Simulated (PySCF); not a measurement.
Computed shifts of a molecule C5H12O3Si, B3LYP/pcSseg-1 in PySCF, GIAO, gas phase, atoms alike by connectivity averaged where their shifts nearly agree, in ppm (number of nuclei): ¹³C: 150.8 (1), 137.5 (1), 55.2 (3). ²⁹Si: -60.3 (1). ¹H: 6.55 (2), 6.00 (1), 4.03 (3), 4.02 (3), 3.88 (3). References: ¹³C against TMS (σ = 181.3 ppm); ²⁹Si against TMS (σ = 338.7 ppm); ¹⁷O against H2O (σ = 333.8 ppm); ¹H against TMS (σ = 31.68 ppm), references at their B3LYP-D3(BJ)/def2-TZVP geometries, non-relativistic. Coordinates come from a B3LYP-D3(BJ)/def2-SVP optimisation. The values are those of a single conformer.

Problem. Which molecule gave these data?
A) C=C[Si](OC)(OC)OC
B) C=C[Si](O)(OC)OCC
C) C=CC[Si](O)(OC)OC

Solution. A, C=C[Si](OC)(OC)OC
